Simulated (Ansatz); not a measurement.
C2H6BClOSi (`C=C(O)B([SiH3])Cl`). The species carries charge 0 and has multiplicity 1.

Z-matrix (Å, degrees):
```
Si
B 1 2.022
H 1 1.489 2 109.9
H 1 1.487 2 111.5 3 120.6
H 1 1.489 2 109.9 3 -118.9
C 2 1.555 1 120.8 3 59.5
Cl 2 1.750 1 119.8 3 -120.5
O 6 1.364 2 112.5 1 0.3
C 6 1.338 2 124.0 1 -179.6
H 8 0.963 6 110.0 2 -179.9
H 9 1.087 6 122.5 2 179.9
H 9 1.081 6 119.8 2 -0.1
```

(1) Give the diagnostics of a CCSD(T)/def2-TZVPP run (frozen core, the Gaussian-basis code of Ansatz). (Best estimate.)

Answers

(1) The calculation gave: T1 = 0.0136, largest single amplitude 0.033, largest double 0.053, (T) share of the correlation energy 4.2 %, 10 CCSD cycles. The RHF solution is unstable towards an unrestricted one. T1 lies under the customary mark of 0.02 for closed shells.
